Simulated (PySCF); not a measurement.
# Simulated absorption spectrum

Compound: C5H11N3Si.
SMILES with atom numbers: `[CH3:1][c:2]1[n:3][n:4][cH:5][n:6]1[SiH:7]([CH3:8])[CH3:9]` (hydrogens: H10, H11, H12 on C1; H13 on C5; H14 on Si7; H15, H16, H17 on C8; H18, H19, H20 on C9)

Cartesian coordinates in Å at the PBE0-D3(BJ)/def2-SVP level; atoms count from 1:
```xyz
20
C5H11N3Si angstrom
C      2.4526   -1.1645    0.0090
C      1.9003    0.2094   -0.1023
N      2.6257    1.2909   -0.2296
N      1.7864    2.3586   -0.3016
C      0.5718    1.8996   -0.2177
N      0.5591    0.5311   -0.0895
Si    -0.9023   -0.5024    0.0528
C     -1.9854   -0.1710   -1.4308
C     -1.7524   -0.1032    1.6660
H      3.5464   -1.0870   -0.0122
H      2.1304   -1.8080   -0.8244
H      2.1529   -1.6567    0.9471
H     -0.3322    2.5082   -0.2450
H     -0.3861   -1.8995    0.0441
H     -2.8792   -0.8141   -1.4086
H     -1.4400   -0.3713   -2.3653
H     -2.3244    0.8765   -1.4504
H     -2.6425   -0.7369    1.8044
H     -1.0751   -0.2698    2.5172
H     -2.0774    0.9486    1.6897
```

Theory: PySCF, TDDFT PBE0/def2-SVPD, vertical, gas phase, core orbitals frozen in the response.

Broadening: Gaussians 0.5 eV wide at half height, area fixed by f = 4.319×10⁻⁹ ∫ε dν̃. The width is an assumption, not a result. The curve ends short of the highest state used, and states not computed would add to its high-energy end.

E (eV), ε (L mol⁻¹ cm⁻¹) and a bar:
```
     4.87          0 
     4.90          0 
     4.93          0 
     4.96          0 
     4.99          0 
     5.02          1 
     5.05          1 
     5.07          1 
     5.10          1 
     5.13          2 
     5.16          3 
     5.19          4 
     5.22          5 
     5.25          6 
     5.28          8 
     5.31         10 
     5.34         12 
     5.37         15 
     5.40         17 
     5.43         20 
     5.45         22 
     5.48         24 
     5.51         26 
     5.54         28 
     5.57         30 
     5.60         31 
     5.63         32 
     5.66         34 
     5.69         36 
     5.72         39 
     5.75         45 
     5.78         55 
     5.80         65 
     5.83         86 
     5.86        118 #
     5.89        163 #
     5.92        228 #
     5.95        317 ##
     5.98        435 ##
     6.01        588 ###
     6.04        783 ####
     6.07       1023 #####
     6.10       1313 #######
     6.13       1653 #########
     6.16       2042 ###########
     6.18       2326 ############
     6.21       2781 ##############
     6.24       3261 #################
     6.27       3750 ###################
     6.30       4230 ######################
     6.33       4678 ########################
     6.36       5075 ##########################
     6.39       5400 ############################
     6.42       5636 #############################
     6.45       5770 ##############################
     6.48       5795 ##############################
```

Question: Locate the maxima and give the states behind the curve.

Answer: 192 nm (6.47 eV), ε about 5800, made up of S2 (49%) and S4 (39%) (ε in L mol⁻¹ cm⁻¹; maxima over ε = 5, shares over 10%). The states used: S1 5.62 eV (f 0.0006); S2 6.44 eV (f 0.053); S3 6.49 eV (f 0.0050); S4 6.49 eV (f 0.043); S5 6.55 eV (f 0.0076); S6 6.92 eV (f 0.0009); S7 6.92 eV (f 0.0022); S8 7.07 eV (f 0.0058); S9 7.08 eV (f 0.0032).

Question: Does any computed singlet lie in the visible range?

Answer: No computed singlet lies in the visible range (380 to 750 nm); the lowest, at 221 nm, stands 2.36 eV above its violet end (3.26 eV).

Question: What would ε be at 6.47 eV, the highest of these maxima, with half the width (0.25 eV)?

Answer: About 11200 L mol⁻¹ cm⁻¹ against 5800, a factor of about 1.9; a lone state at its own centre would give exactly 2.

Question: On this curve, what absorbance would a 10⁻⁴ mol/L sample give at 222 nm over a 1 cm path?

Answer: 222 nm is 5.585 eV, where ε is about 30 L mol⁻¹ cm⁻¹, so A = ε c l ≈ 0.003 (Beer–Lambert, with the gas-phase spectrum and the assumed width).

The vertical ionisation energy (ΔSCF) is 9.15 eV, 2.07 eV above S9.

One conformer stands for the species.
